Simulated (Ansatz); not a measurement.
In2H4F2⁻, that is (H2In-mu-F)2 with one electron more. The state is a doublet with charge -1. Geometry B3LYP-D4/def2-SVP, that of the neutral singlet; atoms count from 1.

Cartesian coordinates in Å:
```
In -0.352 -1.664 -0.026
H -2.049 -1.887 0.014
H 1.120 -2.537 -0.081
F 0.026 -0.025 1.326
In 0.353 1.664 0.026
H 2.052 1.867 -0.014
H -1.109 2.555 0.081
F -0.042 0.029 -1.326
```

In the def2 sets In takes a core potential; there is no spin–orbit coupling. The highest occupied level of the charge -1 doublet lies above zero (up to 1.33 eV). Energy differences disagree on whether the electron is bound (positive means bound): -0.08 eV (vertical, to the charge 0 singlet, at PBE0-D4/def2-TZVPD), but 0.09 eV at PBE-D4/def2-TZVPD.

Q: Estimate the Mulliken populations from the PBE0/def2-TZVPD orbitals of Ansatz.

A: 
```json
{"atom": "In1", "charge (e)": "0.33", "spin (α − β)": "0.68"}
{"atom": "H2", "charge (e)": "-0.11", "spin (α − β)": "-0.03"}
{"atom": "H3", "charge (e)": "-0.11", "spin (α − β)": "-0.03"}
{"atom": "F4", "charge (e)": "-0.61", "spin (α − β)": "-0.11"}
{"atom": "In5", "charge (e)": "0.33", "spin (α − β)": "0.68"}
{"atom": "H6", "charge (e)": "-0.11", "spin (α − β)": "-0.03"}
{"atom": "H7", "charge (e)": "-0.11", "spin (α − β)": "-0.03"}
{"atom": "F8", "charge (e)": "-0.61", "spin (α − β)": "-0.11"}
```
Mulliken values and Mayer orders depend strongly on the basis. With diffuse functions, as here, like atoms can get unlike values, and bond orders can come out too low or too high.

Q: Where does the spin sit?

A: Summed by element: In 1.35, H -0.12, F -0.23, of 1 unpaired in all. Largest on single atoms: In5 0.68, In1 0.68, F8 -0.11.

Q: And the Mayer bond orders between bonded heavy atoms (over 0.3)?

A: In1–In5 0.76 (3.40 Å).
